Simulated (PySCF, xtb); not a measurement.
CH4ClFOSi2, SMILES F[SiH2]C([SiH2]Cl)=O. The values are those of a single conformer.

Harmonic wavenumbers (cm⁻¹) from GFN2-xTB (xtb) at its own minimum, in rising order: 25, 35, 77, 114, 232, 295, 338, 425, 472, 509, 531, 537, 554, 678, 702, 739, 754, 804, 850, 1678, 2303, 2329, 2361, 2388.

Q: What does PBE0-D3(BJ)/def2-SVP in PySCF 2.14.0 give at its own minimum? (An estimate is asked for; the answer gives what the named calculation found.)

A: 35, 49, 72, 103, 264, 311, 345, 424, 526, 566, 646, 678, 715, 821, 846, 887, 923, 939, 955, 1765, 2250, 2264, 2276, 2281. Paired by order, the mean absolute difference is 78 cm⁻¹ and the zero-point energies are 28.2 and 29.9 kcal/mol.
